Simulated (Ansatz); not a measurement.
`C#Cc1ccc(C#Cc2ccc(C#Cc3ccc(C#Cc4ccc(C#Cc5ccccc5)cc4)cc3)cc2)cc1` with charge +1. The state is a doublet with charge 1. Geometry r2SCAN-D4/def2-SVP, that of the neutral singlet; atoms count from 1.

Cartesian coordinates in Å:
```
C -4.125 -4.504 -16.130
C -3.829 -4.184 -14.993
C -3.483 -3.810 -13.663
C -3.623 -2.472 -13.231
C -3.287 -2.107 -11.935
C -2.795 -3.066 -11.018
C -2.452 -2.695 -9.694
C -2.155 -2.373 -8.549
C -1.813 -2.002 -7.225
C -1.957 -0.663 -6.788
C -1.623 -0.300 -5.492
C -1.132 -1.260 -4.575
C -0.792 -0.890 -3.250
C -0.500 -0.570 -2.103
C -0.164 -0.201 -0.778
C 0.228 -1.179 0.168
C 0.554 -0.819 1.467
C 0.506 0.536 1.877
C 0.838 0.903 3.204
C 1.124 1.221 4.354
C 1.453 1.587 5.682
C 1.710 0.599 6.663
C 2.030 0.958 7.964
C 2.111 2.319 8.341
C 2.439 2.685 9.671
C 2.722 3.001 10.821
C 3.049 3.367 12.153
C 3.256 4.723 12.497
C 3.577 5.076 13.807
C 3.697 4.092 14.795
C 3.494 2.747 14.466
C 3.174 2.382 13.160
C 1.858 3.307 7.360
C 1.534 2.949 6.059
C 0.115 1.514 0.931
C -0.214 1.153 -0.368
C -0.987 -2.599 -5.012
C -1.321 -2.962 -6.309
C -2.655 -4.406 -11.453
C -2.992 -4.770 -12.749
H -4.386 -4.786 -17.133
H -4.002 -1.724 -13.932
H -3.398 -1.070 -11.609
H -2.338 0.085 -7.488
H -1.738 0.736 -5.164
H 0.270 -2.227 -0.138
H 0.854 -1.581 2.190
H 1.651 -0.455 6.382
H 2.224 0.187 8.714
H 3.161 5.489 11.723
H 3.735 6.129 14.058
H 3.949 4.374 15.821
H 3.586 1.974 15.234
H 3.015 1.332 12.900
H 1.918 4.361 7.640
H 1.339 3.720 5.309
H 0.074 2.562 1.237
H -0.515 1.916 -1.090
H -0.608 -3.348 -4.312
H -1.205 -3.998 -6.637
H -2.277 -5.154 -10.752
H -2.881 -5.807 -13.076
```

Single mean-field runs in def2-SVP are fitted with def2-universal-jkfit.

Q: Estimate the Mulliken populations of the heavy atoms from the PBE0/def2-SVP orbitals of Ansatz.

A: 
```
atom  charge (e)  spin (α − β)
  C1       -0.35          0.07
  C2        0.32         -0.03
  C3       -0.05          0.07
  C4        0.02         -0.03
  C5        0.03          0.04
  C6       -0.08          0.00
  C7        0.03          0.08
  C8        0.00          0.00
  C9       -0.06          0.08
 C10        0.03         -0.01
 C11        0.03          0.02
 C12       -0.07          0.04
 C13        0.03          0.06
 C14        0.02          0.04
 C15       -0.07          0.06
 C16        0.03          0.01
 C17        0.03          0.01
 C18       -0.06          0.06
 C19        0.02          0.04
 C20        0.03          0.06
 C21       -0.07          0.04
 C22        0.03          0.03
 C23        0.02         -0.01
 C24       -0.05          0.08
 C25        0.00         -0.01
 C26        0.02          0.09
 C27       -0.09         -0.01
 C28        0.03          0.04
 C29       -0.02         -0.03
 C30        0.01          0.06
 C31       -0.02         -0.03
 C32        0.03          0.04
 C33        0.02         -0.01
 C34        0.03          0.03
 C35        0.03          0.01
 C36        0.03          0.01
 C37        0.03          0.02
 C38        0.03         -0.01
 C39        0.03          0.04
 C40        0.02         -0.03
```
Mulliken values and Mayer orders depend strongly on the basis.

Q: Where does the spin sit?

A: Summed by element: C 1.02, H -0.02, of 1 unpaired in all. Largest on single atoms: C26 0.09, C24 0.08, C7 0.08.

Q: And the Mayer bond orders between bonded heavy atoms (over 0.3, the first 40 of 44)?

A: C1–C2 2.47 (1.22 Å); C2–C3 1.03 (1.42 Å); C3–C4 1.32 (1.41 Å); C3–C40 1.32 (1.41 Å); C4–C5 1.42 (1.39 Å); C5–C6 1.29 (1.41 Å); C6–C7 1.07 (1.42 Å); C6–C39 1.29 (1.41 Å); C7–C8 2.51 (1.23 Å); C8–C9 1.08 (1.42 Å); C9–C10 1.28 (1.42 Å); C9–C38 1.28 (1.42 Å); C10–C11 1.45 (1.39 Å); C11–C12 1.28 (1.42 Å); C12–C13 1.09 (1.42 Å); C12–C37 1.28 (1.42 Å); C13–C14 2.49 (1.23 Å); C14–C15 1.10 (1.42 Å); C15–C16 1.28 (1.42 Å); C15–C36 1.28 (1.42 Å); C16–C17 1.45 (1.39 Å); C17–C18 1.28 (1.42 Å); C18–C19 1.10 (1.42 Å); C18–C35 1.28 (1.42 Å); C19–C20 2.49 (1.23 Å); C20–C21 1.09 (1.42 Å); C21–C22 1.28 (1.42 Å); C21–C34 1.28 (1.42 Å); C22–C23 1.45 (1.39 Å); C23–C24 1.28 (1.42 Å); C24–C25 1.08 (1.42 Å); C24–C33 1.28 (1.42 Å); C25–C26 2.52 (1.23 Å); C26–C27 1.07 (1.42 Å); C27–C28 1.31 (1.41 Å); C27–C32 1.31 (1.41 Å); C28–C29 1.41 (1.39 Å); C29–C30 1.37 (1.40 Å); C30–C31 1.37 (1.40 Å); C31–C32 1.41 (1.39 Å).
